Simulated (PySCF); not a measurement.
C2H6Cl2Si, triplet, at the geometry of the source list (a higher spin typed on purpose: for a closed-shell molecule this is an excited state); M062X/STO-3G run with PySCF.

Input for PySCF:
```python
from pyscf import gto, scf, dft

mol = gto.Mole()
mol.atom = '''
    C     1.469700   -0.568500   -0.393700
    Si    0.046400    0.662200   -0.121000
    C    -1.522800   -0.189500    0.532200
    Cl    0.638400    2.078400    1.212700
    Cl   -0.381700    1.584400   -1.882000
    H     1.196600   -1.332300   -1.115700
    H     2.359600   -0.068300   -0.766900
    H     1.739500   -1.069400    0.531300
    H    -2.327600    0.525200    0.683400
    H    -1.880500   -0.942600   -0.163600
    H    -1.337700   -0.679700    1.483400
'''
mol.basis = 'sto-3g'
mol.charge = 0
mol.spin = 2
mol.verbose = 5
mol.build()

mf = dft.UKS(mol)
mf.xc = 'm062x'
mf.kernel()
```

The log (banner, timings and long lists left out):

```
PySCF version 2.14.0

[INPUT] verbose = 5
[INPUT] max_memory = 4000
[INPUT] num. atoms = 11
[INPUT] num. electrons = 66
[INPUT] charge = 0
[INPUT] spin (= nelec alpha-beta = 2S) = 2
[INPUT] symmetry False subgroup None
[INPUT] Mole.unit = angstrom
[INPUT] Symbol           X                Y                Z      unit          X                Y                Z       unit  Magmom
[...]
[INPUT] ---------------- BASIS SET ----------------
[INPUT] l, kappa, [nprim/nctr], expnt,             c_1 c_2 ...
[INPUT] Si
[...]
                                74.28083305       0.5353281423
                                20.10329229       0.4446345422
[...]
                                5.389706871       0.3995128261
                                1.752899952       0.7001154689
[...]
                                0.4125648801      0.2255954336
                                0.1614750979      0.900398426
[...]
                                5.389706871       0.6076837186
                                1.752899952       0.3919573931
[...]
                                0.4125648801      0.5951670053
                                0.1614750979      0.462001012
[INPUT] C
[...]
                                13.045096         0.53532814
                                3.5305122         0.44463454
[...]
                                0.6834831         0.39951283
                                0.2222899         0.70011547
[...]
                                0.6834831         0.60768372
                                0.2222899         0.39195739
[INPUT] H
[...]
                                0.62391373        0.53532814
                                0.1688554         0.44463454
[INPUT] Cl
[...]
                                109.5358542       0.5353281423
                                29.64467686       0.4446345422
[...]
                                9.053563477       0.3995128261
                                2.944499834       0.7001154689
[...]
                                0.5940934274      0.2255954336
                                0.232524141       0.900398426
[...]
                                9.053563477       0.6076837186
                                2.944499834       0.3919573931
[...]
                                0.5940934274      0.5951670053
                                0.232524141       0.462001012

nuclear repulsion = 363.824705382781
number of shells = 27
number of NR pGTOs = 129
number of NR cGTOs = 43
basis = sto-3g
ecp = {}

******** <class 'pyscf.dft.uks.UKS'> ********
method = UKS
initial guess = minao
damping factor = 0
level_shift factor = 0
DIIS = <class 'pyscf.scf.diis.CDIIS'>
diis_start_cycle = 1
diis_space = 8
diis_damp = 0
SCF conv_tol = 1e-09
SCF conv_tol_grad = None
SCF max_cycles = 50
direct_scf = True
direct_scf_tol = 1e-13
number electrons alpha = 34  beta = 32
XC library pyscf.dft.libxc version 7.1.2
    S. Lehtola, C. Steigemann, M. J. T. Oliveira, and M. A. L. Marques,  SoftwareX 7, 1–5 (2018)
XC functionals = m062x
    Y. Zhao and D. G. Truhlar,  Theor. Chem. Acc. 120, 215 (2008)
    Y. Zhao and D. G. Truhlar,  Theor. Chem. Acc. 120, 215 (2008)
radial grids:
    Treutler-Ahlrichs [JCP 102, 346 (1995); DOI:10.1063/1.469408] (M4) radial grids

becke partition: Becke, JCP 88, 2547 (1988); DOI:10.1063/1.454033
pruning grids: <function nwchem_prune>
grids dens level: 3
symmetrized grids: False
atomic radii adjust function: <function treutler_atomic_radii_adjust>
small_rho_cutoff = 0
Set gradient conv threshold to 3.16228e-05
atom C rad-grids = 75, ang-grids = [ 50  50  50  50  50  50  50  50  50  50  50  50  50  50  50  50  50  50
  50  50  50  50  86  86  86  86  86  86  86  86  86  86 266 266 266 266
 266 266 302 302 302 302 302 302 302 302 302 302 302 302 302 302 302 302
 302 302 302 302 266 266 266 266 266 266 266 266 266 266 266 266 266 266
 266 266 266]
atom Si rad-grids = 80, ang-grids = [ 50  50  50  50  50  50  50  50  50  50  50  50  50  50  50  50  50  50
[...]
   -0.75662063   -0.50134567   -0.46706483   -0.46305862   -0.45129115
   -0.45084651   -0.36338963   -0.35817641   -0.34388691   -0.29843275
   -0.29008169   -0.26151622   -0.1547566     0.24078467    0.26918474
    0.3343909     0.39123068    0.5168019     0.53373471    0.53560512
    0.54005888    0.5577432     0.56762031]
multiplicity <S^2> = 2.003535  2S+1 = 3.0023557
nelec by numeric integration = [33.99999795 31.99999819]
E1 = -2489.1193117502125  E2 = 850.0412286306323  Ecoul = 940.673511471045  Exc = -90.63228284041266
cycle= 48 E= -1275.2533777368  delta_E= -1.47e-08  |g|= 6.34e-05  |ddm|= 0.00309

  alpha mo_energy =
[-1.01544796e+02 -1.01534739e+02 -6.63038929e+01 -1.03708420e+01
 -1.03707456e+01 -9.59196491e+00 -9.58261543e+00 -7.28171318e+00
 -7.28140172e+00 -7.27277883e+00 -7.27254778e+00 -7.27093939e+00
 -7.26350922e+00 -5.41912217e+00 -3.63768572e+00 -3.63545962e+00
 -3.63265001e+00 -8.79154303e-01 -8.41129249e-01 -7.85717667e-01
 -7.70553293e-01 -5.39794575e-01 -4.74768441e-01 -4.71107261e-01
 -4.59011876e-01 -4.57028861e-01 -3.93313580e-01 -3.92890550e-01
 -3.89466486e-01 -3.35076061e-01 -3.19899203e-01 -3.13804527e-01
 -3.08273748e-01  4.05977409e-02  2.39708828e-01  3.03494022e-01
  3.46177922e-01  5.04239982e-01  5.17488638e-01  5.21835721e-01
  5.25161396e-01  5.50075053e-01  5.59967220e-01]
  beta  mo_energy =
[-101.54024266 -101.53073381  -66.29723151  -10.36797511  -10.36787682
   -9.58984197   -9.5807335    -7.27532205   -7.2720309    -7.27113442
   -7.2668743    -7.26286239   -7.26207018   -5.41068969   -3.63516759
   -3.62959822   -3.6277352    -0.84639738   -0.8085732    -0.76857282
   -0.75661043   -0.50134106   -0.46705298   -0.46304961   -0.45128457
   -0.45082986   -0.36343991   -0.35816593   -0.34388512   -0.29855938
   -0.28996246   -0.26153563   -0.15476062    0.24078084    0.26920678
    0.33441096    0.39124109    0.51681237    0.53374406    0.53561345
    0.54007016    0.5577534     0.56763058]
multiplicity <S^2> = 2.0035332  2S+1 = 3.0023546
nelec by numeric integration = [33.99999795 31.99999819]
E1 = -2489.1190204913883  E2 = 850.0409374917391  Ecoul = 940.6732601236571  Exc = -90.63232263191796
cycle= 49 E= -1275.25337761687  delta_E= 1.2e-07  |g|= 6.01e-05  |ddm|= 0.0265

  alpha mo_energy =
[-1.01544693e+02 -1.01534838e+02 -6.63038947e+01 -1.03708417e+01
 -1.03707468e+01 -9.59186942e+00 -9.58270811e+00 -7.28162044e+00
 -7.28129499e+00 -7.27278487e+00 -7.27253788e+00 -7.27104324e+00
 -7.26360031e+00 -5.41912370e+00 -3.63768650e+00 -3.63546143e+00
 -3.63265138e+00 -8.79143725e-01 -8.41137437e-01 -7.85719579e-01
 -7.70554031e-01 -5.39794353e-01 -4.74768629e-01 -4.71108041e-01
 -4.59012182e-01 -4.57029483e-01 -3.93275885e-01 -3.92886266e-01
 -3.89501801e-01 -3.35050415e-01 -3.19875297e-01 -3.13833927e-01
 -3.08299473e-01  4.06037943e-02  2.39702204e-01  3.03492961e-01
  3.46177160e-01  5.04239324e-01  5.17488056e-01  5.21835113e-01
  5.25160548e-01  5.50074495e-01  5.59966647e-01]
  beta  mo_energy =
[-101.54014534 -101.53082799  -66.29723332  -10.3679748   -10.36787783
   -9.5897489    -9.58082373   -7.27523564   -7.27193721   -7.27104203
   -7.26695763   -7.26295328   -7.26215994   -5.41069115   -3.63516921
   -3.62959966   -3.62773691   -0.84639542   -0.80857341   -0.76857351
   -0.75661089   -0.50134118   -0.46705347   -0.46304999   -0.45128445
   -0.45083103   -0.36343487   -0.35816762   -0.3438852    -0.29854626
   -0.2899769    -0.26153221   -0.15476299    0.24078095    0.26920566
    0.33440987    0.39124061    0.5168119     0.53374365    0.53561305
    0.54006966    0.55775292    0.5676301 ]
multiplicity <S^2> = 2.0035331  2S+1 = 3.0023544
nelec by numeric integration = [33.99999795 31.99999819]
E1 = -2489.119061944715  E2 = 850.0409789317032  Ecoul = 940.6732979018524  Exc = -90.63231897014914
cycle= 50 E= -1275.25337763023  delta_E= -1.34e-08  |g|= 5.59e-05  |ddm|= 0.0027
SCF not converged.
SCF energy = -1275.25337763023 after 50 cycles  <S^2> = 2.0035331  2S+1 = 3.0023544
```

The run did not converge; its last values are not results.
